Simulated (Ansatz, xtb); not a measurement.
## CH7B2O+: which of two isomers lies lower

We compare a, `B[O+](B)C`, a singlet, with b, `B[OH+]BC`, a singlet. Both are isolated ions in the gas phase, relaxed with PBE0-D3(BJ)/def2-SVP; the shapes shown needn't be the lowest conformers.

a (Å):

```xyz
11

C    -1.1020    1.1152   -1.0165
B    -0.8395    0.2623    1.3754
B     0.8599   -0.3433   -0.3913
O    -0.3523    0.3308    0.0180
H    -1.8472    0.8642    1.5866
H     1.1483   -0.1997   -1.5404
H     1.4164   -0.9547    0.4664
H    -0.1712   -0.3887    2.1165
H    -1.3942    0.4090   -1.8005
H    -1.9703    1.5445   -0.5095
H    -0.4200    1.8885   -1.3850
```

b (Å):

```xyz
11

C     1.0492   -1.2617    0.0977
B    -2.0574   -0.5264    0.7066
B     0.4586    0.1366    0.0855
O    -0.9826    0.3730    0.3786
H    -3.1070    0.0134    0.8829
H    -1.2357    1.3150    0.3384
H    -1.7700   -1.6796    0.7609
H     0.9979    1.1816   -0.1388
H     0.3948   -2.1106    0.3257
H     1.5328   -1.4238   -0.8851
H     1.9005   -1.2534    0.8057
```

Problem. Estimate E(b) − E(a) at the level CCSD(T)/def2-SVP + ΔMP2/def2-TZVPP.

Solution. Calculated at CCSD(T)/def2-SVP + ΔMP2/def2-TZVPP: E(b) − E(a) = −20.6 kcal/mol, so structure b lies lower.

The same difference at several levels:

```
                             level              geometry  E(b) − E(a) (kcal/mol)  departure from the last row (kcal/mol)  job, with rough time for the two
                          GFN2-xTB              GFN2-xTB                      −4.3                                   +16.3              optimisation, 0.27 s
                         HF/STO-3G              GFN2-xTB                     −12.7                                    +7.9              single point, 0.26 s
                r2SCAN-D4/def2-SVP              GFN2-xTB                     −26.8                                    −6.2               single point, 3.8 s
              PBE0-D3(BJ)/def2-SVP  PBE0-D3(BJ)/def2-SVP                     −25.6                                    −5.0                optimisation, 62 s
                       HF/def2-SVP  PBE0-D3(BJ)/def2-SVP                     −19.0                                    +1.6           part of the CCSD(T) run
                      MP2/def2-SVP  PBE0-D3(BJ)/def2-SVP                     −22.6                                    −2.0           part of the CCSD(T) run
                  CCSD(T)/def2-SVP  PBE0-D3(BJ)/def2-SVP                     −20.8                                    −0.2                      single point
CCSD(T)/def2-SVP + ΔMP2/def2-TZVPP  PBE0-D3(BJ)/def2-SVP                     −20.6                                                        single point, 20 s
```

As drawn, b has 1 C–B, 1 O–H in place of 1 C–O, 1 B–H.

The levels shown agree on the order. The largest departure from CCSD(T)/def2-SVP + ΔMP2/def2-TZVPP is that of GFN2-xTB, 16.3 kcal/mol. The last row adds to CCSD(T) the change of the MP2 difference between the two basis sets, here +0.2 kcal/mol.

With harmonic frequencies from PBE0-D3(BJ)/def2-SVP (ideal gas, rigid rotor, one conformer each, 400 K, 1 atm): on the last row, ΔE + ΔZPE = −20.6, ΔH = −20.4, ΔG = −21.1 kcal/mol.

The correlated steps freeze 4 core orbitals. Programs: Ansatz 0.2.0, xtb 6.7.1; the last row on 1 thread of Arm Neoverse V2 on a shared host.
